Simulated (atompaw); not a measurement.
What one change does to a pseudopotential (selenium (Se), PAW (atompaw))

| Quantity | Value |
| --- | --- |
| Element | Se |
| Generator | atompaw 4.2.0.5 |
| Type | PAW |
| Functional | PBE |
| Relativity | scalar-relativistic |
| Frozen core | [Ar] 3d10 |
| Valence charge | 6 |
| Reference configuration | 4s2 4p3.75 (charge +0.25) |
| Partial waves | 4s (bound): rc 1.50 bohr; 4s channel at 3.6 Ry: rc 1.50 bohr; 4p (bound): rc 1.50 bohr; 4p channel at 2.15 Ry: rc 1.50 bohr |
| Local potential | bessel scheme, radius 1.45 bohr |
| Core correction | smooth core density matched at 1.15 bohr |
| Augmentation charge | besselshape compensation charge, radius 1.45 bohr; PAW radius 1.50 bohr; waves and projectors: custom rrkj vanderbiltortho |

Change: all radii scaled by about 1.13 (s 1.70, p 1.70 bohr); local potential bessel scheme, radius 1.64 bohr; augmentation besselshape compensation charge, radius 1.64 bohr; PAW radius 1.70 bohr; waves and projectors: custom rrkj vanderbiltortho; core correction smooth core density matched at 1.30 bohr.

Cutoffs: the cutoffs (Ry, on a coarse ladder) from which the occupation-weighted sum of valence levels, in a spherical-Bessel basis at the reference potential, stays within 10 and 1 mRy of its value at 400 Ry; they do not see the model core or the augmentation charge, which bear on the density cutoff.

Question: What does the change do?

Answer: The potential gets softer (18 Ry and 35 Ry → 12 Ry and 25 Ry); neither file shows a bound ghost. A larger radius leaves more room for a smooth pseudo-wave, so fewer plane waves are needed.

```csv
quantity,base,changed
"cutoff, loose",18 Ry,12 Ry
"cutoff, tight",35 Ry,25 Ry
loose cutoff by channel (10 mRy a level),"s 15 Ry, p 8 Ry","s 6 Ry, p 8 Ry"
bound ghosts,none,none
lowest overlap eigenvalue by channel,"s 0.47, p 0.62","s 0.50, p 0.63"
```

 The cutoffs see the waves, projectors and local potential, not the compensation charge or the core.
